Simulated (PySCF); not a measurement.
**A ladder of Hamiltonians for Ag⁴³⁺ (silver, charge +43)**

Occupied: 1s1/2, 2s1/2. Hartree-Fock calculated with PySCF 2.14 in an even-tempered Gaussian basis (16 s from 7.1 bohr⁻², ratio 2.7; 12 p from 8.5 bohr⁻², ratio 2.7), Gaussian nucleus throughout. NR is non-relativistic, sf-X2C the spin-free one-electron X2C Hamiltonian, X2C adds the bare one-electron spin-orbit term, X2C-SNSO screens it by Boettger's factors, DC is four-component Dirac-Coulomb, and the Gaunt and Breit terms are added at first order (total energies over the DC spinors, levels after relaxing the spinors in that mean field). QED terms are absent. Levels marked empty are virtual spinors of this ion.

```json
{"level (eV)": "1s1/2", "NR": "-28766.5", "sf-X2C": "-29622.4", "X2C": "-29622.4", "X2C-SNSO": "-29622.4"}
{"level (eV)": "2s1/2", "NR": "-6824.7", "sf-X2C": "-7081.2", "X2C": "-7081.2", "X2C-SNSO": "-7081.2"}
{"level (eV)": "2p1/2 (empty)", "NR": "-6561.0", "sf-X2C": "-6658.2", "X2C": "-6801.6", "X2C-SNSO": "-6795.1"}
{"level (eV)": "2p3/2 (empty)", "NR": "-6561.0", "sf-X2C": "-6658.2", "X2C": "-6593.1", "X2C-SNSO": "-6595.7"}
{"level (eV)": "3s1/2 (empty)", "NR": "-2891.0", "sf-X2C": "-2977.5", "X2C": "-2977.5", "X2C-SNSO": "-2977.5"}
```

**Question.** Where do the four-component calculations put these levels?

**Answer.** 1s1/2: DC -29642.5, DC+Gaunt -29601.0, DC+Breit -29601.5; 2s1/2: DC -7083.3, DC+Gaunt -7078.6, DC+Breit -7079.1; 2p1/2 (empty): DC -6797.0, DC+Gaunt -6788.4, DC+Breit -6789.6; 2p3/2 (empty): DC -6596.2, DC+Gaunt -6591.2, DC+Breit -6592.5; 3s1/2 (empty): DC -2978.1, DC+Gaunt -2976.8, DC+Breit -2977.0 (eV).

```tsv
Hamiltonian	E (hartree)	E − E(DC) (hartree)	CPU seconds
NR	-2688.1231	86.9908	0.3
sf-X2C	-2774.2797	0.8342	0.17
X2C	-2774.2797	0.8342	0.17
X2C-SNSO	-2774.2797	0.8342	0.17
DC	-2775.1139	0.0000	3.2
DC+Gaunt	-2773.3860	1.7279	5.5
DC+Breit	-2773.4207	1.6932	44
```

Weight of the small component: 1s1/2 0.0299, 2s1/2 0.00705, 2p1/2 0.00693, 2p3/2 0.00672, 3s1/2 0.00297.

Koopmans' value for the highest occupied level at DC+Breit: 7079.1 eV, against an ionisation energy of 7082 ± 7 eV (semi-empirical (NIST evaluation); NIST Atomic Spectra Database, ionization energies); the former lacks relaxation, correlation, QED and recoil.

The whole ladder took 55 s of wall time on 1 thread of Neoverse-N1 (shared host), launched as `OMP_NUM_THREADS=1 python relrun2.py TASK.json OUT` (a driver that calls PySCF for each Hamiltonian).
